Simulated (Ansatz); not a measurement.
Consider the formal exchange of groups at a B–C bond: `C=C(Cl)BOC` + CH₃SH → `COBCS` + `C=CCl`.

Program: Ansatz. Geometries: PBE0-D4/def2-TZVP. ΔE: electronic, gas phase. CCSD(T)/CBS is the MP2 limit (def2-TZVPP, def2-QZVPP) plus CCSD(T) − MP2 in def2-TZVPP, frozen cores. This one scheme is used for every species. DFT in def2-TZVPP. One conformer a species, not always the lowest.

`C=C(Cl)BOC`:

Z-matrix (Å, degrees):
```
C
O 1 1.412
H 1 1.092 2 108.8
H 1 1.093 2 111.4 3 120.9
H 1 1.092 2 108.8 3 -118.3
B 2 1.338 1 122.5 3 -120.7
C 6 1.554 2 120.0 1 180.0
H 6 1.203 2 121.1 1 -0.0
Cl 7 1.737 6 118.7 2 0.0
C 7 1.331 6 121.5 2 -180.0
H 10 1.084 7 123.1 6 180.0
H 10 1.084 7 118.8 6 -0.0
```

CH₃SH:

```xyz
6

C    -0.037    0.367   -0.324
S     0.803   -0.654    0.907
H    -0.325   -0.215   -1.198
H     0.683    1.125   -0.633
H    -0.907    0.869    0.099
H    -0.216   -1.492    1.150
```

`COBCS`:

Cartesian coordinates in Å:
```
C -1.494 -0.548 1.444
O -0.702 -0.736 0.291
B -0.073 0.283 -0.320
C 0.915 -0.028 -1.492
S 2.547 0.149 -0.689
H -1.611 0.514 1.678
H -2.476 -0.993 1.274
H -1.020 -1.053 2.288
H -0.240 1.413 0.068
H 0.861 0.623 -2.365
H 0.869 -1.069 -1.818
H 2.424 1.446 -0.360
```

`C=CCl`:

Z-matrix (Å, degrees):
```
C
C 1 1.320
H 1 1.083 2 119.4
H 1 1.083 2 122.2 3 180.0
Cl 2 1.721 1 123.5 3 -180.0
H 2 1.083 1 123.6 3 -0.0
```

```json
{"level": "PBE-D4", "ΔE (eV)": "0.17"}
{"level": "HF/def2-QZVPP", "ΔE (eV)": "0.23"}
```

Question: What does CCSD(T)/CBS give? (Best estimate.)

Answer: Computed: +0.19 eV. The listed levels differ from it by -0.02, 0.04 eV.

Largest T1 diagnostic among the species: 0.013.

In def2-TZVPP, CCSD(T) changes the Hartree–Fock value by −0.05 eV (the triples alone add +0.00 eV) and MP2 by −0.04 eV.
